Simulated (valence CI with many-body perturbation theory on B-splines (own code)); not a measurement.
## Level structure of Ru31+

Level of theory: configuration interaction combined with many-body perturbation theory (CI+MBPT): three valence electrons over a frozen Dirac-Fock core [Ne], radial functions for each j: 9 s, 9 p, 8 d, 6 f, 3 g, 1 h, with the one-electron correlation potential Σ1, the two-electron term Σ2, the three-electron term Σ3, Breit, model QED; selected CI, second order for the rest, scaled by the run's own slope (own B-spline code, finite nucleus).

The last digits are not significant, and no measured levels were compared; by estimate large intervals hold to a few tenths of a per cent, small ones and those within an open d or f shell to about a per cent.

Levels 1 to 33 of 33, with energies above the lowest level, 3s2 3p 2P°_1/2. "Leading %" is the weight of the configuration and term that name the level; weights of strongly mixed levels are sums over their largest components and can fall short, so below about 35 % the name and the second component can differ from the true leading terms, or belong to a minority configuration. Lifetimes count E1, E2, E3, M1 and M2 decay at the calculated energies, and are blank where another channel may lead or the interval is too uncertain; long ones can be off by a factor of two.

```
No.  Configuration  Term    J  E (cm⁻¹)  Leading %      g   Second component  Lifetime
  1         3s2 3p   2P°  1/2         0         98  0.661                             
  2         3s2 3p   2P°  3/2    254440         98  1.330                      6.74 μs
  3         3s 3p2    4P  1/2    584440         80  2.473     16 % 3s 3p2 2S    277 ps
  4         3s 3p2    4P  3/2    752650         96  1.697                      2.68 ns
  5         3s 3p2    4P  5/2    814300         60  1.437     37 % 3s 3p2 2D    449 ps
  6         3s 3p2    2D  3/2    912080         72  0.881     13 % 3s 3p2 2P   34.2 ps
  7         3s 3p2    2P  1/2    984870         70  1.141     15 % 3s 3p2 2S   7.40 ps
  8         3s 3p2    2D  5/2   1044500         47  1.349     38 % 3s 3p2 4P    294 ps
  9         3s2 3d    2D  3/2   1198000         61  0.995     36 % 3s 3p2 2P   5.61 ps
 10         3s 3p2    2S  1/2   1241100         68  1.711     24 % 3s 3p2 2P   10.2 ps
 11         3s2 3d    2D  5/2   1284700         81  1.203     15 % 3s 3p2 2D   9.02 ps
 12         3s 3p2    2P  3/2   1287600         49  1.080     24 % 3s2 3d 2D   5.48 ps
 13            3p3   2P°  3/2   1537800         30  1.237       29 % 3p3 2D°   19.2 ps
 14       3s 3p 3d   4F°  3/2   1639600         82  0.537  10 % 3s 3p 3d 2D°   72.2 ps
 15       3s 3p 3d   4F°  5/2   1663000         42  1.105  28 % 3s 3p 3d 2D°    364 ps
 16       3s 3p 3d   4F°  5/2   1718000         41  1.151       28 % 3p3 2D°   43.1 ps
 17            3p3   4S°  3/2   1722800         52  1.418       21 % 3p3 2D°   10.0 ps
 18       3s 3p 3d   4F°  7/2   1765600         75  1.258  16 % 3s 3p 3d 4D°   58.9 ps
 19       3s 3p 3d   4D°  3/2   1778600         55  1.340  29 % 3s 3p 3d 4P°   8.08 ps
 20       3s 3p 3d   4D°  1/2   1780400         79  0.294  12 % 3s 3p 3d 2P°   6.85 ps
 21       3s 3p 3d   4P°  5/2   1788300         48  1.426  23 % 3s 3p 3d 4D°   12.4 ps
 22            3p3   2P°  1/2   1856200         83  0.659  16 % 3s 3p 3d 2P°   10.6 ps
 23       3s 3p 3d   2F°  5/2   1896900         77  0.933       17 % 3p3 2D°   13.3 ps
 24       3s 3p 3d   4F°  9/2   1931800        100  1.330                      10.6 μs
 25       3s 3p 3d   2D°  3/2   1939100         45  0.965       15 % 3p3 2D°   6.08 ps
 26       3s 3p 3d   4D°  5/2   1965500         61  1.327  13 % 3s 3p 3d 4P°   7.49 ps
 27       3s 3p 3d   4P°  3/2   1968700         41  1.419  29 % 3s 3p 3d 4D°   9.08 ps
 28       3s 3p 3d   4D°  7/2   1969300         73  1.370  21 % 3s 3p 3d 4F°   9.50 ps
 29       3s 3p 3d   4P°  1/2   1969900         90  2.396  10 % 3s 3p 3d 4D°   9.76 ps
 30       3s 3p 3d   2P°  3/2   1998700         24  1.386  21 % 3s 3p 3d 4P°   15.1 ps
 31       3s 3p 3d   2D°  5/2   2039500         51  1.295  30 % 3s 3p 3d 4P°   10.7 ps
 32       3s 3p 3d   2D°  3/2   2096900         60  1.019       15 % 3p3 2P°   4.46 ps
 33       3s 3p 3d   2F°  7/2   2112400         97  1.144                      11.9 ps
```

Names give the largest LS component (configuration and term), which can be under half, so a name can repeat, a term be missing and a line seem to break the LS rules; names also repeat where a configuration has a term twice.

The ionisation energy to 3s2 1S_0 of the next ion comes out as 1811.5 eV (NIST: 1794 ± 8 eV (semi-empirical), further off than twice its uncertainty). All 33 levels together are meant to be complete up to 2121100 cm⁻¹.
